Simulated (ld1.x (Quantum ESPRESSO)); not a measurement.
## Before and after: ultrasoft potential for gallium (Ga)

ld1.x (Quantum ESPRESSO) 7.5 input, shortened:

```
&input
   title='Ga', zed=31., rel=1, dft='PZ', iswitch=3,
   config='[Ar] 3d10 4s2 4p0'
 /
 &inputp
   pseudotype=3, tm=.true., lloc=-1, rcloc=0.75,
   nlcc=.true., new_core_ps=.true.,
   which_augfun='PSQ', rmatch_augfun_nc=.true.
 /
6
4S  1  0   2.00   0.00  1.20  1.70  0.0
4S  1  0   0.00  -0.15  1.20  1.70  0.0
4P  2  1   0.00   0.00  2.10  2.35  0.0
4P  2  1   0.00  -0.20  2.10  2.35  0.0
3D  3  2  10.00   0.00  0.55  0.65  0.0
3D  3  2   0.00  -1.15  0.55  0.65  0.0
 &test
   configts(1)='3d10 4s2 4p0'
 /
```

All-electron outer shells of the reference configuration (LDA (PZ), scalar-relativistic, ld1.x):

```json
{"shell": "3p", "level (eV)": "-107.03", "outermost node (bohr)": "0.24", "outermost maximum (bohr)": "0.56"}
{"shell": "3d", "level (eV)": "-27.75", "outermost node (bohr)": "–", "outermost maximum (bohr)": "0.53"}
{"shell": "4s", "level (eV)": "-16.66", "outermost node (bohr)": "0.81", "outermost maximum (bohr)": "1.85"}
{"shell": "4p", "level (eV)": "-9.30", "outermost node (bohr)": "0.87", "outermost maximum (bohr)": "2.29"}
```

Change: reference 3d10 4s2 4p1.

Cutoffs: the cutoffs (Ry, on a coarse ladder) from which the occupation-weighted sum of valence levels, in a spherical-Bessel basis at the reference potential, stays within 10 and 1 mRy of its value at 400 Ry; they do not see the model core or the augmentation charge, which bear on the density cutoff. Errors are all-electron minus pseudo energies relative to the spin-unpolarised reference configuration.

Task: What does the change do?

Result: Both files keep a bound ghost (p, s); the number of tests that count goes from 9 to 6; the range in which the p phases agree narrows (upper end 4.3 → 0.8).

```csv
quantity,base,changed
"cutoff, loose",over 300 Ry,over 300 Ry
"cutoff, tight",over 300 Ry,over 300 Ry
bound ghosts,"s, p","s, p"
"tests counted (converged, no solver errors)",9 of 9,6 of 9
s: phases at 2.55 bohr within 0.05 rad from the reference energy up to (Ry; the scan ends near 5),3.3,3.6
p: phases at 2.55 bohr within 0.05 rad from the reference energy up to (Ry; the scan ends near 5),4.3,0.8
d: phases at 2.55 bohr within 0.05 rad from the reference energy up to (Ry; the scan ends near 5),to the end of the scan,to the end of the scan
lowest overlap eigenvalue by channel,"s 0.24, p 0.28, d 0.96","s 0.25, p 0.30, d 0.96"
```

Changed file: Tests not counted: 3d10 4s0 4p3 (solver errors, printed error +17 meV); 3d10 4s1 4p1 (solver errors, printed error +16 meV); 3d9 4s2 4p2 (solver errors, printed error -17.2 eV). These tests converged, but a pseudo level misses the all-electron one widely, so the file describes the atom poorly there or has found another state: 3d9 4s0 4p0: empty 4p by 10.3 eV. A true bound ghost makes a file unfit for plane-wave use even where its test errors are small: the radial tests pick states by their node count and pass the ghost by. Where a test does run into it, the solver fails or the error is huge.
